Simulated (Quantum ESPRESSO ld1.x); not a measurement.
The mean radii <r> (bohr) of the occupied orbitals of an atom or ion are listed with their occupations. Method: scalar-relativistic Kohn-Sham, LDA (Slater exchange, Perdew-Wang correlation), spin-polarised, spherical densities, point nucleus; computed with ld1.x of Quantum ESPRESSO 7.5.

| orbital | occ. | <r> |
|---|---|---|
| 1s up | 1 | 0.04017 |
| 1s down | 1 | 0.04014 |
| 2s up | 1 | 0.1664 |
| 2s down | 1 | 0.1668 |
| 2p up | 1 | 0.1425 |

Name the element and its charge. Open shells, if any, are filled with parallel spins first.

Answer. Z = 37, rubidium, charge +32: Rb32+ in [He] 2s2 2p1. The 1s radius gives Z: for a bare nucleus <r> = (2 gamma + 1)/(2Z) with gamma = sqrt(1 - (Z/c)^2), 0.03954 bohr for Z = 37, and screening makes it slightly larger (0.04017 here). The occupations add up to 5, and the charge is Z minus that.
